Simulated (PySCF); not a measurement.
A structure optimised at PBE-D3(BJ)/def2-SVP, used in a PySCF frequency run:

```xyz
12

C     -2.7953     1.5403     0.1599
C     -2.0538     0.5668     0.0521
Si    -0.9497    -0.8973    -0.1102
C      0.8048    -0.3898    -0.0398
C      1.9865    -0.0472     0.0077
C      3.3807     0.3591     0.0639
H     -3.4480     2.3985     0.2550
H     -1.2533    -1.8552     1.0071
H     -1.2372    -1.5739    -1.4208
H      3.9338     0.0268    -0.8394
H      3.8909    -0.0729     0.9502
H      3.4728     1.4636     0.1276
```
Charge 0, spin multiplicity 1.

Q: Write its SMILES and formula.

A: C#C[SiH2]C#CC, C₅H₆Si

Q: What are its rotational constants (standard atomic weights)?

A: 6.7361, 1.1821, 1.0245 GHz
